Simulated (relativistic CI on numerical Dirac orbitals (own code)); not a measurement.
# Hyperfine structure of Ru42+, mass number 99

Computed by Dirac-Coulomb-Breit CI, orbitals from a KLI potential per configuration, model QED, unscaled Slater integrals (own radial code, finite nucleus).

CI space: 1s2, 1s 2s, 1s 2p, 1s 3s, 1s 3p, 1s 3d, 1s 4s, 1s 4p, 1s 4d, 1s 4f, 1s 5s, 1s 5p, 1s 5d, 1s 5f, 1s 5g, 1s 6s, 1s 6p, 1s 6d. Levels of other configurations are missing.

Nuclear spin I = 5/2, μ = -0.641 μN, Q = 0.079 b (tables of Stone and Pyykkö). The electronic factors are computed for point nuclear moments, without core polarisation or the Bohr-Weisskopf and QED corrections.

```
      Level   E (Ry)  A (GHz)    B (GHz)
 1s 2s 3S_1  1444.64    -3647  -0.000317
1s 2p 3P°_1  1449.06    -3333      -3.28
1s 2p 3P°_2  1460.67    -1650       26.6
1s 2p 1P°_1  1462.77     1524       16.4
 1s 3s 3S_1  1715.33    -3358  -0.000398
1s 3p 3P°_1  1716.54    -3247     -0.901
1s 3p 3P°_2  1719.99    -1628        8.1
 1s 3d 3D_2  1720.51    -1625       1.58
```

Levels with J = 0, under 50 % of one LS term, or S terms without an open s electron are left out. Small factors come from cancelling terms and can be off by tens of per cent or more.

At this charge energies of transitions that change n are usually good to better than 1 %, and those within a shell (Δn = 0) to a few per cent.

Task: Give the hyperfine levels of 1s 2s 3S_1 relative to its centre of gravity.

Result: With K = F(F + 1) − I(I + 1) − J(J + 1), E = AK/2 + B[¾K(K + 1) − I(I + 1)J(J + 1)]/[2I(2I − 1)J(2J − 1)]: F = 3/2: 12770, F = 5/2: 3647, F = 7/2: -9119 GHz.

LS names give the leading component of a level, which can be under half, so a name can repeat, a term be missing and a line seem to break the LS rules.
